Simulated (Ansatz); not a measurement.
The cluster Li₇Al₃⁺, 10 atoms. Hardware: 4 threads of Arm Neoverse V1 on a shared host.

Correlated methods freeze 15 core orbitals; core or outer-core shells of Li are correlated, in sets that lack core-valence functions.

Task: How many basis functions does each of these Ansatz runs have, and roughly what does it cost? PBE-D4/def2-SVP, charge 1 doublet, energy, from earlier orbitals; HF/def2-TZVP, charge 1 doublet, energy, from earlier orbitals; CCSD(T)/def2-SVP, charge 1 doublet, energy, from earlier orbitals; PBE0-D4/def2-TZVP, charge 1 doublet, energy, from earlier orbitals; r2SCAN-D4/def2-TZVP, charge 1 doublet, energy, from earlier orbitals; MP2/def2-TZVP, charge 1 doublet, energy, from earlier orbitals; PBE-D4/def2-SVP, charge 1 doublet, energy with a search over starts; r2SCAN0-D4/def2-TZVP, charge 1 doublet, energy, from earlier orbitals; PBE-D4/def2-TZVP, charge 1 doublet, energy and forces, from earlier orbitals; LDA (SPW92)/def2-TZVP, charge 1 doublet, energy, from earlier orbitals; PBE0-D4/def2-SVP, charge 1 doublet, energy, from earlier orbitals; PBE0-D4/def2-SVP, charge 1 doublet, relaxation, 31 steps.

Result: Other jobs shared the machine, so times can vary by a factor of up to 3. A dash marks memory too small to be measured apart from the calling script's.

```csv
run,functions,fitting or Cholesky vectors,wall time,peak host memory (GiB)
"LDA (SPW92)/def2-TZVP, charge 1 doublet, energy, from earlier orbitals",209,1680,3.4 s,–
"PBE-D4/def2-SVP, charge 1 doublet, energy, from earlier orbitals",117,1531,5 s,–
"MP2/def2-TZVP, charge 1 doublet, energy, from earlier orbitals",209,1750,7.5 s,0.64
"PBE-D4/def2-TZVP, charge 1 doublet, energy and forces, from earlier orbitals",209,1680,8 s,–
"PBE0-D4/def2-SVP, charge 1 doublet, energy, from earlier orbitals",117,1377,11 s,–
"HF/def2-TZVP, charge 1 doublet, energy, from earlier orbitals",209,1994,14 s,1.1
"PBE-D4/def2-SVP, charge 1 doublet, energy with a search over starts",117,1531,22 s,–
"PBE0-D4/def2-TZVP, charge 1 doublet, energy, from earlier orbitals",209,1740,24 s,1.2
"CCSD(T)/def2-SVP, charge 1 doublet, energy, from earlier orbitals",117,1377,38 s,1.3
"r2SCAN-D4/def2-TZVP, charge 1 doublet, energy, from earlier orbitals",209,1680,42 s,0.84
"r2SCAN0-D4/def2-TZVP, charge 1 doublet, energy, from earlier orbitals",209,1740,58 s,1.4
"PBE0-D4/def2-SVP, charge 1 doublet, relaxation, 31 steps",117,1511,2.5 min,–
```
